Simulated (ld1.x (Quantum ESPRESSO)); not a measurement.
Plane-wave convergence, PAW potential for titanium (Ti)

Ti (Z = 22), PAW, made with ld1.x (Quantum ESPRESSO) 7.5 (LDA (PZ), scalar-relativistic). Core [Ne], reference 3s2 3p6 3d2 4s0 4p0 (charge +2). Waves: 3s (bound): rcut 1.55, rcutus 1.65 bohr; 4s (bound, empty): rcut 1.55, rcutus 1.65 bohr; 3p (bound): rcut 1.50, rcutus 1.65 bohr; 4p (bound, empty): rcut 1.50, rcutus 1.65 bohr; 3d (bound): rcut 1.75, rcutus 2.45 bohr; 3d channel at -1 Ry: rcut 1.75, rcutus 2.45 bohr. Local part: all-electron potential smoothed inside 2.30 bohr (lloc = -2). Core correction: Bessel-smoothed model core inside 1.35 bohr. Augmentation charge: BESSEL, radius 1.55 bohr.

The pseudo-atom Hamiltonian at the reference potential is diagonalised in spherical Bessel functions j_l(qr) that vanish at 20 bohr, with q² up to the cutoff. All-electron valence levels (Ry): 3s -5.7519, 4s -1.2447, 3p -4.0250, 4p -0.9074, 3d -1.4645.

**Question.** How do the lowest levels (Ry) of each channel move with the cutoff, and are there ghosts?

**Answer.**

```
cutoff (Ry)     s #1     s #2     p #1     p #2     p #3     d #1     f #1  Σ f·Δε (mRy)
          8  -5.6033  -1.1417  -3.4904  -0.7730  -0.3474  -1.3856  -0.2786        3663.0
         12  -5.7193  -1.1819  -3.8482  -0.8221  -0.3622  -1.4529  -0.2787        1149.8
         18  -5.7497  -1.2160  -3.9921  -0.8515  -0.3710  -1.4642  -0.2787         202.7
         25  -5.7515  -1.2353  -4.0216  -0.8729  -0.3778  -1.4643  -0.2787          21.8
         30  -5.7516  -1.2422  -4.0243  -0.8870  -0.3825  -1.4645  -0.2787           5.3
         40  -5.7519  -1.2447  -4.0245  -0.9042  -0.3883  -1.4645  -0.2787           3.2
         50  -5.7519  -1.2447  -4.0249  -0.9072  -0.3893  -1.4645  -0.2787           0.8
         60  -5.7519  -1.2448  -4.0250  -0.9072  -0.3894  -1.4645  -0.2787           0.4
        400  -5.7520  -1.2448  -4.0250  -0.9075  -0.3895  -1.4645  -0.2787           0.0
```

Result: no extra level below or beside the all-electron valence levels (s, p, d, f tested); 10 mRy is reached at 30 Ry and 1 mRy at 50 Ry.

2 of 9 tests not solved or not reliable.
